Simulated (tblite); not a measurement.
Compound: C₈H₇ClSi.
Atom-mapped SMILES: `[SiH3:1][c:2]1[cH:3][c:4]([Cl:5])[cH:6][c:7]2[c:8]1[CH:9]=[CH:10]2` (hydrogens: H11, H12, H13 on Si1; H14 on C3; H15 on C6; H16 on C9; H17 on C10)

Structure optimised with GFN2-xTB, isolated species.

Task: List the bond lengths, angles and torsions at this level.

Result: 
```tsv
bond	length (Å)
Si1–C2	1.886
C2–C3	1.430
C3–C4	1.366
C4–Cl5	1.733
C4–C6	1.425
C6–C7	1.349
C7–C8	1.425
C8–C9	1.505
C9=C10	1.343
C2–C8	1.357
C7–C10	1.508
Si1–H11, Si1–H12, Si1–H13	1.464
C3–H14	1.079
C6–H15	1.078
C9–H16	1.073
C10–H17	1.073
```

Bonds in one row agree within 0.01 Å and their mean is given. A selection of angles:
```tsv
angle	degrees
Si1–C2–C3	122.4
Si1–C2–C8	124.1
C3–C2–C8	113.5
C2–C3–C4	122.3
C3–C4–Cl5	119.3
C3–C4–C6	123.3
Cl5–C4–C6	117.3
C4–C6–C7	114.0
C6–C7–C8	122.8
C6–C7–C10	148.8
C8–C7–C10	88.4
C7–C8–C9	88.5
C2–C8–C7	124.0
C2–C8–C9	147.5
C8–C9–C10	91.7
C7–C10–C9	91.5
```

Dihedral angles: C7–C8–C9–C10 0° (synperiplanar); C8–C9–C10–C7 0° (synperiplanar); C6–C7–C10–C9 180° (antiperiplanar).

The 4-membered ring C7–C8–C9–C10 has internal angles of 88.4° to 91.7°; it is planar, 0.00 Å rms from its mean plane, widest ring torsion 0°. The C–C distances run from 1.343 Å (C9=C10, drawn double) to 1.508 Å (C7–C10, drawn single), a spread of 0.165 Å. The 10 heavy atoms lie in one plane (0.001 Å rms). Si1 (SiH3 silicon) is tetrahedral (angles from 108.7° to 110.5°). The 6-membered ring C2–C3–C4–C6–C7–C8 has internal angles of 113.5° to 124.0°; it is planar, 0.00 Å rms from its mean plane, widest ring torsion 0°.

Point group: Cs (tolerance 0.08 Å). GFN2-xTB frequencies show an imaginary mode (44i cm⁻¹), so the point is no minimum at that level.

These are computed values.
